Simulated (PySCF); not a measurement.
Job for PySCF: D3(BJ) and D4 dispersion corrections on C2H9GaO (a complex), monomers drawn apart or pushed together.

```python
from pyscf import gto
from pyscf.dispersion import dftd3, dftd4

mol = gto.M(
    atom='''
    Ga    0.71687756    0.24025665    0.98543529
    H     1.97811339   -0.69683151    1.11975860
    H    -0.60866573   -0.37568660    0.37690629
    H     0.90053443    1.80568383    0.93432873
    C    -1.10715936    0.95957906    3.71420823
    O    -0.02694489    0.09554986    3.35246006
    C    -0.17100293   -1.22788386    3.87403258
    H    -1.17685258    1.02051110    4.80225368
    H    -2.04842395    0.58786513    3.30050043
    H    -0.88288913    1.93860271    3.29999983
    H    -0.23164162   -1.18600333    4.96351971
    H     0.71059432   -1.78603822    3.57134243
    H    -1.06855686   -1.70250102    3.46853466
    ''',
    basis='def2-svp',
    charge=0, spin=0, verbose=0, max_memory=1800)
d3, d4 = {}, {}
for xc in ['hf', 'pbe', 'blyp', 'revpbe', 'tpss', 'r2scan', 'b3lyp', 'pbe0', 'bhlyp', 'camb3lyp', 'b2plyp']:
    d3[xc] = float(dftd3.DFTD3Dispersion(mol, xc=xc, version='d3bj', atm=False).get_dispersion()['energy'])
    print(f'D3(BJ) {xc:10s} {d3[xc]:14.8f} Eh')
for xc in ['hf', 'pbe', 'blyp', 'revpbe', 'tpss', 'r2scan', 'b3lyp', 'pbe0', 'bhlyp', 'camb3lyp', 'b2plyp']:
    d4[xc] = float(dftd4.DFTD4Dispersion(mol, xc={'camb3lyp': 'cam-b3lyp'}.get(xc, xc), atm=True).get_dispersion()['energy'])
    print(f'D4     {xc:10s} {d4[xc]:14.8f} Eh')
```

Program output:

```
D3(BJ) hf            -0.05797155 Eh
D3(BJ) pbe           -0.00805827 Eh
D3(BJ) blyp          -0.01688137 Eh
D3(BJ) revpbe        -0.01994093 Eh
D3(BJ) tpss          -0.01019169 Eh
D3(BJ) r2scan        -0.00238265 Eh
D3(BJ) b3lyp         -0.01383224 Eh
D3(BJ) pbe0          -0.00706660 Eh
D3(BJ) bhlyp         -0.01080882 Eh
D3(BJ) camb3lyp      -0.00649842 Eh
D3(BJ) b2plyp        -0.00650058 Eh
D4     hf            -0.02959181 Eh
D4     pbe           -0.00850837 Eh
D4     blyp          -0.01853812 Eh
D4     revpbe        -0.02653195 Eh
D4     tpss          -0.01146924 Eh
D4     r2scan        -0.00221107 Eh
D4     b3lyp         -0.01356446 Eh
D4     pbe0          -0.00723708 Eh
D4     bhlyp         -0.01011676 Eh
D4     camb3lyp      -0.00732897 Eh
D4     b2plyp        -0.00597927 Eh
```

The run finished.

Cost: very roughly 0.05 core-seconds.
